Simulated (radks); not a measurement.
Valence configurations of neutral magnesium (all share [Ne]). Calculated with a radial shooting solver on a logarithmic mesh with Libxc functionals: Dirac Kohn-Sham, PBE, spin-unpolarised, spherical densities, finite nucleus; open shells fill j = l - 1/2 first; Fermi nuclear charge, rms radius 3.057 fm. Energies are relative to 3s2; eigenvalues in eV.

3s2: E (eV) 0.000; e(3s1/2) -4.705
3s1.5 3p0.5: E (eV) 1.714; e(3p1/2) -1.731; e(3s1/2) -5.219
3s1 3p1: E (eV) 3.486; e(3p1/2) -2.073; e(3s1/2) -5.667
3p2: E (eV) 7.171; e(3p1/2) -2.663

NIST lists [Ne] 3s2 as the ground configuration; this level of theory agrees among the configurations tried. The energies are those of spherical spin-averaged densities, not of single terms.
